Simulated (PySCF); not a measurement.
This PySCF input asks for the NMR shieldings of `C[SiH2]P1CCSCC1`, C5H13PSSi; the geometry comes from GFN2-xTB.

```python
import basis_set_exchange as bse
import numpy as np
from pyscf import gto, dft
from pyscf.prop import nmr

atoms = """
C     3.344387   -0.110401    0.420115
Si    1.691003   -0.588096    1.218790
P     0.158081   -0.750765   -0.416256
C    -0.096710    1.063305   -0.780478
C    -1.376850    1.281112   -1.570033
S    -2.860300    1.023107   -0.547160
C    -2.624450   -0.737087   -0.147281
C    -1.354076   -0.972341    0.653384
H     3.639920   -0.840554   -0.327686
H     3.287603    0.858097   -0.068968
H     4.131154   -0.060066    1.165401
H     1.334773    0.404356    2.246945
H     1.770160   -1.908217    1.854294
H    -0.130404    1.645294    0.144952
H     0.757272    1.401879   -1.374776
H    -1.438241    0.602707   -2.423701
H    -1.453376    2.310297   -1.922628
H    -2.611540   -1.293567   -1.087095
H    -3.509793   -1.017139    0.424781
H    -1.325653   -0.293968    1.510910
H    -1.341881   -2.001011    1.026018
"""
names = dict.fromkeys(["C", "Si", "P", "S", "H"], "pcSseg-1")
basis = {el: gto.basis.parse(bse.get_basis(n, elements=[el], fmt="nwchem")) for el, n in names.items()}
mol = gto.M(atom=atoms, basis=basis, charge=0, verbose=0)
mf = dft.RKS(mol, xc="PBE0")
mf.grids.level = 2
mf.grids.alignment = dft.numint.BLKSIZE   # the property module wants whole blocks of grid points
mf.conv_tol = 1e-9
mf.kernel()

calc = nmr.RKS(mf)   # GIAO
C = mf.mo_coeff
Co = C[:, mf.mo_occ > 0]
resp = mf.gen_response(singlet=True, hermi=2)
def vind(x):   # induced exchange potential for any number of trial vectors
    d = np.einsum("pi,xij,qj->xpq", C, 2 * x.reshape(-1, C.shape[1], Co.shape[1]), Co, optimize=True)
    return np.einsum("xpq,pi,qj->xij", resp(d - d.transpose(0, 2, 1)), C, Co, optimize=True).ravel()
mo1, _ = nmr.rhf.solve_mo1(calc, with_cphf=vind)
sigma = calc.kernel(mo1)
for i, s in enumerate(sigma):   # ppm
    w = np.linalg.eigvalsh((s + s.T) / 2)
    print("%2d %-2s iso %8.1f  s11 %8.1f  s22 %8.1f  s33 %8.1f" % (i, mol.atom_pure_symbol(i), w.mean(), *w))
```

Task: Give the expected output.

Result: 
```
 0 C  iso    196.1  s11    189.0  s22    198.1  s33    201.2
 1 Si iso    386.4  s11    339.7  s22    379.3  s33    440.1
 2 P  iso    449.5  s11    414.4  s22    443.7  s33    490.3
 3 C  iso    159.3  s11    139.7  s22    165.0  s33    173.4
 4 C  iso    150.1  s11    142.6  s22    150.7  s33    157.0
 5 S  iso    476.4  s11    354.2  s22    476.8  s33    598.3
 6 C  iso    150.0  s11    142.8  s22    150.5  s33    156.5
 7 C  iso    160.2  s11    141.3  s22    166.7  s33    172.5
 8 H  iso     31.6  s11     26.5  s22     29.3  s33     38.9
 9 H  iso     31.5  s11     26.1  s22     31.0  s33     37.5
10 H  iso     31.4  s11     26.3  s22     27.8  s33     40.3
11 H  iso     27.5  s11     23.7  s22     26.8  s33     32.0
12 H  iso     27.5  s11     23.8  s22     26.0  s33     32.8
13 H  iso     29.8  s11     25.5  s22     29.9  s33     33.9
14 H  iso     29.9  s11     23.9  s22     29.2  s33     36.5
15 H  iso     28.8  s11     24.3  s22     27.8  s33     34.3
16 H  iso     28.9  s11     22.8  s22     27.1  s33     36.8
17 H  iso     28.8  s11     24.4  s22     27.7  s33     34.4
18 H  iso     28.9  s11     22.9  s22     27.0  s33     36.9
19 H  iso     29.7  s11     25.3  s22     29.8  s33     34.1
20 H  iso     29.9  s11     24.3  s22     28.5  s33     36.9
```

These numbers come from an equivalent density-fitted implementation of the same equations, which agrees with the script to about 0.01 ppm for H and up to a few tenths of a ppm for heavy atoms, so last digits may differ.

Task: Turn these shieldings into chemical shifts. Chemical shifts δ = σref − σ; 13C (σ = 186.93 ppm) and 29Si (σ = 349.16 ppm) and 1H (σ = 31.72 ppm) vs TMS; H3PO4 for 31P (σ = 318.38 ppm); CS2 for 33S (σ = 503.73 ppm), all at this level.

Result: Averaging equivalent atoms: C 4/6: 36.9; C 3/7: 27.2; C 0: -9.2; Si 1: -37.2; P 2: -131.1; S 5: 27; H 11/12: 4.21; H 15/16/17/18: 2.84; H 13/14/19/20: 1.89; H 8/9/10: 0.20 ppm. Experimental scales use liquid or dissolved standards, which lie at an offset from isolated H3PO4.

Size and cost of the density-fitted run: 222 basis functions, roughly 2.1 core-minutes.
